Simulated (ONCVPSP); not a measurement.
**Plane-wave convergence, ONCV potential for sulfur (S)**

S, optimised norm-conserving Vanderbilt (ONCV), made with ONCVPSP 4.0.1 (LDA (Perdew-Zunger), scalar-relativistic). Core [Ne], reference 3s2 3p2 (charge +2). Waves: 3s: rc 1.40 bohr, ncon 4, nbas 9, qcut 5 1/bohr, 2 projectors, debl 0.7 Ha; 3p: rc 1.10 bohr, ncon 4, nbas 8, qcut 8.4 1/bohr, 1 projector. Local part: polynomial inside 1.10 bohr (lpopt 5, dvloc0 0 Ha). Core correction: Teter function, fcfact 5.75, rcfact 1.5.

In the s channel the program set the typed energies aside and used -1.448, 0.250 Ha.

Q: For each optimised wave give the share of its norm inside rc, the residual kinetic energy above qcut (Ha) and the cutoffs (Ha) for errors of 10, 1, 0.1 and 0.01 mHa per electron.

A:

```csv
wave,norm inside rc,residual KE,10 mHa,1 mHa,0.1 mHa,0.01 mHa
3s,0.415,1.3e-03,9.1,13.5,68.9,118.0
s projector 2,0.054,6.5e-04,7.8,11.8,39.0,146.8
3p,0.147,1.5e-03,20.5,48.7,159.9,215.2
```

The occupied waves need 49 Ha and 160 Ha for 1 and 0.1 mHa.
